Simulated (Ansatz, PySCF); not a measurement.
Dimer: NH3 (SMILES N) (first 4 atoms) with H2Se (SMILES [SeH2]); geometry from B3LYP-D3(BJ)/def2-TZVP, rigid monomers moved along the line of their centres of mass till N1···H7 is 3.01 Å.
(charge 0, multiplicity 1):
```json
[
 {"atom": "N", "x (Å)": "-0.0681", "y (Å)": "-0.1982", "z (Å)": "0.0157"},
 {"atom": "H", "x (Å)": "-0.9794", "y (Å)": "-0.3057", "z (Å)": "-0.4151"},
 {"atom": "H", "x (Å)": "0.3835", "y (Å)": "0.6005", "z (Å)": "-0.4148"},
 {"atom": "H", "x (Å)": "0.4788", "y (Å)": "-1.0217", "z (Å)": "-0.2082"},
 {"atom": "Se", "x (Å)": "-0.4501", "y (Å)": "0.3075", "z (Å)": "4.4672"},
 {"atom": "H", "x (Å)": "0.8777", "y (Å)": "0.9272", "z (Å)": "4.5884"},
 {"atom": "H", "x (Å)": "-0.2996", "y (Å)": "0.1548", "z (Å)": "2.9958"}
]
```

Monomers are frozen at their geometry in the pair; levels with a basis set take the counterpoise correction.

Frozen-core correlation. Filled d and f shells under p-block atoms count as core. CBS(a, b) extrapolates the correlation energy as X⁻³ and adds the Hartree–Fock energy of set b.

Codes used: Ansatz (Gaussian basis) for Hartree–Fock, density functionals and correlated methods; PySCF for the dispersion terms. 

The comparison value is -83.0 meV (CCSD(T)/CBS(aug-cc-pVDZ, aug-cc-pVTZ)). It is a level with limits of its own, not the exact answer.

Order these levels by how close they come to the comparison value for the interaction energy, closest first: PBE0-D3(BJ)/def2-TZVPPD, B3LYP/def2-TZVPPD, B3LYP-D3(BJ)/def2-TZVPPD. Give each level's value less the comparison value.

B3LYP-D3(BJ)/def2-TZVPPD (1.9 meV), PBE0-D3(BJ)/def2-TZVPPD (-9.0 meV), B3LYP/def2-TZVPPD (21.8 meV)

Ansatz is a program for electronic structure.
